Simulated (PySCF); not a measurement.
# Zn²⁺ (zinc, charge +2) across methods

[Ar] 3d9 4p1, one real determinant (an excited configuration). Computed with PySCF 2.14 in aug-cc-pVDZ-PP with ECP10MDF, with scalar relativity through the core potential.

```json
{"method": "PBE", "E (hartree)": "-225.4572", "mean ε 3d α (eV)": "-40.303", "mean ε 3d β (eV)": "-38.973", "mean ε 4p α (eV)": "-19.261", "Σ⟨r²⟩ (bohr²)": "19.75", "⟨S²⟩": "2.000"}
{"method": "r2SCAN", "E (hartree)": "-225.3625", "mean ε 3d α (eV)": "-40.662", "mean ε 3d β (eV)": "-39.228", "mean ε 4p α (eV)": "-19.467", "Σ⟨r²⟩ (bohr²)": "19.62", "⟨S²⟩": "2.001"}
{"method": "PBE0", "E (hartree)": "-225.4248", "mean ε 3d α (eV)": "-43.620", "mean ε 3d β (eV)": "-42.169", "mean ε 4p α (eV)": "-20.008", "Σ⟨r²⟩ (bohr²)": "19.74", "⟨S²⟩": "2.000"}
{"method": "UHF", "E (hartree)": "-224.48204", "mean ε 3d α (eV)": "-52.565", "mean ε 3d β (eV)": "-50.701", "mean ε 4p α (eV)": "-21.745", "Σ⟨r²⟩ (bohr²)": "19.97", "⟨S²⟩": "2.001"}
{"method": "wB97M-V", "E (hartree)": "-225.3114", "mean ε 3d α (eV)": "-45.958", "mean ε 3d β (eV)": "-44.629", "mean ε 4p α (eV)": "-21.900", "Σ⟨r²⟩ (bohr²)": "19.82", "⟨S²⟩": "2.000"}
{"method": "PBEsol", "E (hartree)": "-225.1829", "mean ε 3d α (eV)": "-40.261", "mean ε 3d β (eV)": "-38.867", "mean ε 4p α (eV)": "-19.231", "Σ⟨r²⟩ (bohr²)": "19.73", "⟨S²⟩": "2.000"}
{"method": "LC-wPBE", "E (hartree)": "-225.4943", "mean ε 3d α (eV)": "-45.847", "mean ε 3d β (eV)": "-44.500", "mean ε 4p α (eV)": "-22.458", "Σ⟨r²⟩ (bohr²)": "19.71", "⟨S²⟩": "2.000"}
{"method": "LDA", "E (hartree)": "-225.0215", "mean ε 3d α (eV)": "-40.553", "mean ε 3d β (eV)": "-39.105", "mean ε 4p α (eV)": "-19.319", "Σ⟨r²⟩ (bohr²)": "19.71", "⟨S²⟩": "2.000"}
{"method": "BHandHLYP", "E (hartree)": "-225.3285", "mean ε 3d α (eV)": "-46.858", "mean ε 3d β (eV)": "-45.352", "mean ε 4p α (eV)": "-20.649", "Σ⟨r²⟩ (bohr²)": "19.74", "⟨S²⟩": "2.001"}
```

⟨L²⟩ = 8.01 against 12 for a pure F term, so this real determinant mixes terms. Energies and moments cover only the electrons outside the core potential.
